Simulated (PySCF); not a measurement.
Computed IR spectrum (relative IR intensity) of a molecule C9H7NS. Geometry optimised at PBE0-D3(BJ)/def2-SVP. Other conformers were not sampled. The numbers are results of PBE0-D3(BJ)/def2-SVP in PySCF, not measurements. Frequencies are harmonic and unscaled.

```
ν (cm⁻¹)  relative intensity
--------  ------------------
382                      2.5
484                      7.7
577                       22
629                      3.1
636                       10
639                       11
711                       10
717                      100
774                      5.9
790                       55
803                       93
887                       86
892                       17
946                      5.4
996                       18
1066                     7.1
1110                      19
1171                     3.1
1176                      39
1241                      35
1292                     2.5
1332                      11
1367                      17
1484                     8.2
1504                      85
1538                      47
1601                      28
1660                     6.4
1691                      18
3201                      10
3217                      13
3225                      26
3232                      15
3238                     8.3
3243                     6.6
```

Problem. Pick the molecule that these values belong to.
A. c1ccc(-c2cccs2)nc1
B. c1cncc(-c2cccs2)c1
C. c1ccc(-c2cscn2)cc1
D. c1ccc(-c2cncs2)cc1

Solution. D, c1ccc(-c2cncs2)cc1
